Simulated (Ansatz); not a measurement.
`[AlH2][I]` and `[OH][AlH][I]` differ in one atom or group.

Ansatz, PBE0-D4/def2-TZVP geometries, multiplicity 1. Each molecule was computed in one conformer, which needn't be the lowest.

Elements past krypton have def2 core potentials.

```csv
property,`[AlH2][I]`
HOMO–LUMO gap (PBE/def2-TZVPP) / eV,3.94
size of the dipole moment (PBE/def2-TZVPP) / D,0.83
HOMO–LUMO gap (PBE0/def2-TZVPP) / eV,5.79
HOMO–LUMO gap (B3LYP/def2-TZVPP) / eV,5.36
LUMO energy (ωB97M-V/def2-TZVPP) / eV,-0.25
HOMO energy (B3LYP/def2-TZVPP) / eV,-7.43
```

**Question.** What does the change do to each property? (Estimate.)

**Answer.** Computed: 
```
                                      property  `[OH][AlH][I]`  shift
           HOMO–LUMO gap (PBE/def2-TZVPP) / eV            4.89   0.95
size of the dipole moment (PBE/def2-TZVPP) / D            0.74  -0.09
          HOMO–LUMO gap (PBE0/def2-TZVPP) / eV            6.78   0.99
         HOMO–LUMO gap (B3LYP/def2-TZVPP) / eV            6.33   0.97
         LUMO energy (ωB97M-V/def2-TZVPP) / eV            0.57   0.82
           HOMO energy (B3LYP/def2-TZVPP) / eV           -7.59  -0.16
```

With PBE0 the HOMO falls by 0.17 eV and the LUMO rises by 0.80 eV, so the gap widens by about 0.97 eV. PBE moves the HOMO by -0.14 eV and ωB97M-V by -0.19 eV. The zero-point energy changes by 20.3 kJ/mol with +3 modes. Dipoles are sizes alone; their direction can turn.

B3LYP here is the variant with VWN-RPA as its local correlation; programs differ in this.

Spin–orbit coupling is left out; it splits and shifts lone-pair levels of the heavy atoms by tenths of an eV.
